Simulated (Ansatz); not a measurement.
The cluster Te₆As₄, 10 atoms. Hardware: 4 threads of Arm Neoverse V1 on a shared host.

In the def2 sets Te takes a core potential; there is no spin–orbit coupling. Correlated methods freeze 60 core orbitals; core or outer-core shells of As, Te are correlated, in sets that lack core-valence functions.

Problem. How many basis functions does each of these Ansatz runs have, and roughly what does it cost? r2SCAN-D4/def2-SVP, charge 0 singlet, relaxation, 6 steps; r2SCAN-D4/def2-SVP, charge 0 singlet, energy and forces, from earlier orbitals; PBE0-D4/def2-SVP, charge 0 singlet, energy, from earlier orbitals; PBE-D4/def2-SVP, charge 0 triplet at the geometry of the charge 0 singlet, energy; r2SCAN-D4/def2-SVP, charge 0 triplet at the geometry of the charge 0 singlet, energy, from earlier orbitals; MP2/def2-SVP, charge 0 singlet, energy, from earlier orbitals; PBE-D4/def2-SVP, charge 0 singlet, energy, from earlier orbitals; PBE-D4/def2-SVP, charge 1 doublet at the geometry of the charge 0 singlet, energy; PBE-D4/def2-SVP, charge -1 doublet at the geometry of the charge 0 singlet, energy.

Solution. Other jobs shared the machine, so times can vary by a factor of up to 3.

```
                                                                                                        run  functions  fitting or Cholesky vectors  wall time  peak host memory (GiB)
                                           PBE-D4/def2-SVP, charge 0 singlet, energy, from earlier orbitals        284                         3372       12 s                    0.87
                             r2SCAN-D4/def2-SVP, charge 0 singlet, energy and forces, from earlier orbitals        284                         3372       33 s                    0.91
                          PBE-D4/def2-SVP, charge 1 doublet at the geometry of the charge 0 singlet, energy        284                         3372       40 s                     1.1
                                          PBE0-D4/def2-SVP, charge 0 singlet, energy, from earlier orbitals        284                         3262       47 s                     1.9
                                              MP2/def2-SVP, charge 0 singlet, energy, from earlier orbitals        284                         3262       48 s                     2.1
                         PBE-D4/def2-SVP, charge -1 doublet at the geometry of the charge 0 singlet, energy        284                         3372       72 s                     1.9
                          PBE-D4/def2-SVP, charge 0 triplet at the geometry of the charge 0 singlet, energy        284                         3372       91 s                       2
                                                  r2SCAN-D4/def2-SVP, charge 0 singlet, relaxation, 6 steps        284                         3372      2 min                    0.88
r2SCAN-D4/def2-SVP, charge 0 triplet at the geometry of the charge 0 singlet, energy, from earlier orbitals        284                         3372      2 min                     1.2
```
